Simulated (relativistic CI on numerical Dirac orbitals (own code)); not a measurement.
Computed by Dirac-Coulomb-Breit CI, orbitals from a KLI potential per configuration, a model potential for QED, unscaled Slater integrals (own radial code, finite nucleus).

Configurations in the expansion: 1s², 1s2s, 1s2p, 1s3s, 1s3p, 1s3d, 1s4s, 1s4p, 1s4d, 1s4f, 1s5s, 1s5p, 1s5d, 1s5f, 1s5g, 1s6s, 1s6p, 1s6d. Levels of other configurations are missing.

At this charge energies of transitions that change n are usually good to better than 1 %, and those within a shell (Δn = 0) to a few per cent.

Outline of the computed level scheme of Rh XLIV. Lowest level of each configuration: 1s² ¹S0 at 0.0 eV; 1s2s ³S1 at 20594.0 eV; 1s2p ³P°0 at 20655.6 eV; 1s3s ³S1 at 24456.0 eV; 1s3p ³P°0 at 24472.9 eV; 1s3d ³D2 at 24532.0 eV; 1s4s ³S1 at 25793.0 eV; 1s4p ³P°0 at 25799.9 eV; 1s4d ³D2 at 25824.8 eV.

Some strong electric-dipole decays among the lowest 27 levels: 1s2p ¹P°1 → 1s² ¹S0 (3.5e+15 s⁻¹); 1s2p ³P°1 → 1s² ¹S0 (1.3e+15 s⁻¹); 1s3p ¹P°1 → 1s² ¹S0 (9.5e+14 s⁻¹); 1s4p ¹P°1 → 1s² ¹S0 (3.9e+14 s⁻¹); 1s3p ³P°1 → 1s² ¹S0 (3.5e+14 s⁻¹); 1s3d ³D3 → 1s2p ³P°2 (2.4e+14 s⁻¹); 1s3d ¹D2 → 1s2p ¹P°1 (2.2e+14 s⁻¹); 1s3d ³D2 → 1s2p ³P°1 (2.1e+14 s⁻¹).

LS names give the leading component of a level, which can be under half, so a name can repeat, a term be missing and a line seem to break the LS rules.
